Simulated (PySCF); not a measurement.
**Frontier levels across methods**

ClH7P2Si2.
Atom-mapped SMILES: `[SiH3:1][Si:2]([PH2:3])([PH2:4])[Cl:5]` (hydrogens: H6, H7, H8 on Si1; H9, H10 on P3; H11, H12 on P4)

Geometry (PBE0-D3(BJ)/def2-SVP, Å), atoms numbered from 1 in this order:
```
atom  x, y, z in Å
Si1   -0.8959   -1.4666    0.0448
Si2    0.3385    0.4477    0.5765
P3    -0.6589    2.3970   -0.0011
P4     2.4177    0.4903   -0.3181
Cl5    0.5620    0.4618    2.6521
H6    -1.0906   -1.5131   -1.4384
H7    -0.1576   -2.6915    0.4798
H8    -2.2319   -1.4200    0.7133
H9    -1.9588    1.9419    0.3830
H10   -0.8185    1.9723   -1.3596
H11    2.6373   -0.9025   -0.0807
H12    1.9096    0.2715   -1.6393
```

Basis pcSseg-1 throughout (PySCF), one geometry. The structure is a single PBE0-D3(BJ)/def2-SVP conformer in the gas phase; no vibrational or solvent corrections.

Task: How do the orbital energies, the gap and the dipole change with the method?

Result: 
```csv
method,kind,HOMO (eV),LUMO (eV),gap (eV),μ (D),SCF cycles
BLYP,GGA,-6.23,-1.35,4.88,2.32,13
B97-D,GGA,-6.39,-1.44,4.95,2.49,14
PBE,GGA,-6.41,-1.59,4.82,2.52,14
OPBE,GGA,-6.42,-1.55,4.87,2.71,15
KT2,GGA,-6.46,-1.67,4.79,2.52,14
KT3,GGA,-6.47,-1.57,4.90,2.45,14
LDA,LDA,-6.49,-1.77,4.73,2.69,12
BP86,GGA,-6.52,-1.68,4.84,2.54,13
B3LYP,global hybrid,-7.26,-0.88,6.38,2.51,12
B97-2,global hybrid,-7.27,-0.80,6.47,2.70,12
PBE0,global hybrid,-7.48,-0.79,6.69,2.74,12
mPW1PW91,global hybrid,-7.51,-0.80,6.71,2.74,12
BHandHLYP,global hybrid,-8.42,0.23,8.65,2.69,11
CAM-B3LYP,range-separated hybrid,-8.68,0.37,9.05,2.67,11
wB97X-D,range-separated hybrid,-9.26,0.89,10.15,2.85,13
HF,Hartree–Fock,-9.92,2.55,12.46,2.86,10
LC-wPBE,range-separated hybrid,-9.98,1.31,11.30,3.00,12
```

The HOMO spans 3.75 eV, from BLYP down to LC-wPBE, and the gap runs from 4.73 eV (LDA) to 12.46 eV (HF). Over the methods BLYP (0 %), B97-D (0 %), PBE (0 %), OPBE (0 %), KT2 (0 %), KT3 (0 %), LDA (0 %), BP86 (0 %), B3LYP (20 %), B97-2 (21 %), PBE0 (25 %), mPW1PW91 (25 %), BHandHLYP (50 %), HF (100 %), a straight line through the gap against the share of exact exchange rises by 0.76 eV for each 10 % (correlation coefficient 1.000). The dipole ranges from 2.32 D (BLYP) to 3.00 D (LC-wPBE). This basis has no diffuse functions.
